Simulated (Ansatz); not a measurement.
Abridged output of a molecular run in Ansatz:

```
Functional definition: HF
1760 factors; integrals over basis functions are off by at most 9.4e-4 eV
mean field evaluation 1: about -69461.6634 eV, gradient 5.7e1 eV
mean field evaluation 2: about -69461.8926 eV, gradient 5.7e1 eV
mean field evaluation 4: about -69468.2159 eV, gradient 4.1e0 eV
mean field evaluation 8: about -69468.2906 eV, gradient 3.1e-1 eV
mean field -69468.29094702 eV, -2552.9126050043 hartree, gradient 2.3e-6 eV, S^2 0.000000; 0 other end points of the search recorded, 0 dependent functions left out
17 core orbitals not correlated: weight in the atoms' cores, before any rotation towards them, 1.000 or more for the frozen orbitals, at most 0.000 for the correlated occupied ones
reference -69468.29094702 eV, -2552.9126050043 hartree; 21, 21 occupied and 257, 257 virtual orbitals, 1760 factors
second order -28.75315252 eV of doubles, -0.00000000 eV of singles
cycle   1  -28.87663250 eV  change   -1.2e-1 eV  update   1.1e-1
cycle   2  -29.62134820 eV  change   -7.4e-1 eV  update   3.3e-2
cycle   3  -29.75250485 eV  change   -1.3e-1 eV  update   1.6e-2
cycle   4  -29.73616292 eV  change    1.6e-2 eV  update   3.9e-3
cycle   5  -29.73567741 eV  change    4.9e-4 eV  update   1.9e-3
cycle   6  -29.73619995 eV  change   -5.2e-4 eV  update   5.7e-4
cycle   7  -29.73584615 eV  change    3.5e-4 eV  update   2.4e-4
cycle   8  -29.73579854 eV  change    4.8e-5 eV  update   8.5e-5
cycle   9  -29.73581989 eV  change   -2.1e-5 eV  update   3.6e-5
perturbative correction -1.09665990 eV, -0.0403015079 hartree
Total energy: -69499.12342682 eV, -2554.0456777377 hartree
```

Its atoms:

Cartesian coordinates in Å:
```
N -2.1510 -0.7520 1.3263
Ge -0.2996 -0.6961 1.2325
Si 0.5252 0.1120 -0.8559
N 2.0858 0.7841 -0.6766
O -0.6801 1.1612 -1.2997
H -2.5730 0.0230 0.8293
H -2.5222 -1.6036 0.9251
H 0.1938 -2.1228 1.5417
H 0.1891 0.2365 2.3640
H 0.6972 -0.9212 -1.9173
H 2.3340 1.4168 0.0648
H 2.7848 0.7418 -1.3979
H -0.5840 1.6203 -2.1362
```

Q: Which basis set was used?
A. def2-TZVPPD
B. def2-QZVPP
C. def2-SVPD
D. def2-TZVPP

A: D. It gives 295 functions.

Q: Write the keys of the input that set method, charge and spin (a neutral closed shell needs none for the last two).

A: 
```yaml
correlation: {method: ccsd_t}
```
